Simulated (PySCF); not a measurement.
CuI, SMILES [Cu][I], multiplicity 1. Geometry: PBE0-D3(BJ)/def2-TZVP. The multiplicity is an assumed one; other spin states were not compared. The def2 effective core potentials stand for the cores of I; spin–orbit coupling is left out.

Calculation: PBE0-D3(BJ)/def2-TZVP run with PySCF.

Harmonic wavenumbers (cm⁻¹): 254. Rotational constants (GHz): 2.114 (linear); symmetry number 1.

Q: Work out the zero-point energy and the ideal-gas rigid-rotor harmonic-oscillator thermochemistry at 298.15 K and 1 atm.

A: ZPE = ½ Σ hcν = ½ × 254 cm⁻¹ = 1.52 kJ/mol. H − E(el) = 11.46 kJ/mol. Entropy in J/(mol K): translation 174.21, rotation 74.71, vibration 7.14, total 256.06. G − E(el) = -64.89 kJ/mol. Cp = 36.45 J/(mol K).
